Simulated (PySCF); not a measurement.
NMR data simulated for an unnamed compound:

¹H NMR (400 MHz, computed): δ 2.45 (m, 1H), 2.40 (m, 1H), 2.18 (m, 1H), 1.85 (m, 1H), 1.74 (m, 1H), 1.62 (m, 1H), 1.27 (s, 3H), 1.09 (m, 1H), 0.82 (m, 1H), 0.51 (m, 1H), -0.06 (m, 1H).

¹³C{¹H} NMR (computed): δ 127.0 (C), 33.4 (CH2), 29.2 (CH3), 29.1 (CH2), 26.7 (CH2), 24.7 (CH), 20.3 (CH2), 18.8 (C), 18.6 (CH).

Non-relativistic Hamiltonian, equivalent nuclei averaged, no solvent model, one conformer. σ from GIAO-PBE0/pcSseg-1; coordinates at the GFN2-xTB level; PySCF 2.14.0 with density-fitted response routines.

Shifts are taken against calculated references (same method and geometry level): ¹H (σ = 31.72 ppm) and ¹³C (σ = 186.93 ppm) vs TMS.

Task: Which of these does the molecule contain: a nitrile, a CH3CH2 unit, a carboxylic acid, a three-membered ring, a CF3 group?

Result: 
- A nitrile: yes (δC 127.0).
- A CH3CH2 unit: no.
- A carboxylic acid: no.
- A three-membered ring: yes.
- A CF3 group: no.

The data belong to SMILES C[C@@]12CC[C@@H](C#N)C[C@@H]1C2, C9H13N; they needn't prove each group on their own.

Carbon signals by region: 1 in the sp2 and nitrile region (100–160 ppm), 8 below 50 ppm.

Shifts are as computed. Against solution values, carbons near 30 ppm lie about +3 ppm off and those near 130 ppm about +5 ppm. Of 1211 compounds with measured shifts, 218 miss one by over three times the rms of a fit or turn the order of signals round; such compounds aren't used in these exercises. Multiplicities follow the n + 1 count of equivalent neighbours, as no J values were calculated; m marks all less simple cases, F and P coupling included.
